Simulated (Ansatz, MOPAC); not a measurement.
Molecule: difluoro(diiodo)silane, SiI$_{2}$F$_{2}$ (charge 0, singlet). SMILES: F[Si](F)(I)I
Structure (B3LYP-D3(BJ)/def2-TZVP (Ansatz, a first-principles code) minimum search):
```
Si
F 1 1.5839
F 1 1.5839 2 106.82
I 1 2.4180 2 109.00 3 -117.64
I 1 2.4180 2 109.00 3 117.64
```
Charge 0, spin multiplicity 1.

Wanted: vertical ionisation energy to the doublet, in eV. Conventions: UHF or UKS for open shells; no dispersion term unless named; def2 sets with scalar-relativistic core potentials past Kr; LANL2DZ with its own core potentials from Na on; 6-31G* and kin with 6d, 5d where marked; each state is the SCF solution reached for its charge and spin; frozen cores in correlated levels (noble-gas shells and the d and f shells of earlier blocks); STO-3G and 3-21G all-electron and non-relativistic; no spin-orbit coupling; PM7 with its own dispersion and hydrogen-bond terms. First-principles rows: single points at B3LYP-D3(BJ) geometries (Ansatz). Semi-empirical rows: differences of heats of formation at the shared geometry for vertical values.

```
level                              program  vertical ionisation energy to the doublet (eV)
---------------------------------  -------  ----------------------------------------------
PM6                                  MOPAC                                            9.56
PM7                                  MOPAC                                            9.56
MNDO                                 MOPAC                                           10.29
HF/6-31G* with LANL2DZ past Ar      Ansatz                                           10.06
PBE/6-31G* with LANL2DZ past Ar     Ansatz                                            9.85
B3LYP/STO-3G                        Ansatz                                            7.69
B3LYP/3-21G                         Ansatz                                           10.05
B3LYP/6-31G* with LANL2DZ past Ar   Ansatz                                           10.12
MP2/6-31G* with LANL2DZ past Ar     Ansatz                                           10.07
B3LYP/def2-TZVPD                    Ansatz                                            9.93
wB97M-V/def2-TZVPD                  Ansatz                                           10.27
wB97X-V/def2-TZVPD                  Ansatz                                           10.35
```

No value to compare with is used here. The 9 habitual levels span 7.69 (B3LYP/STO-3G) to 10.29 eV (MNDO); wB97X-V/def2-TZVPD gives 10.35.

The levels are drawn from those run, B3LYP/6-31G* more often than the rest, none by its result; left out are runs that failed, that the program found above a lower state of the same kind, or whose <S^2> lies over 0.5 above the pure value.
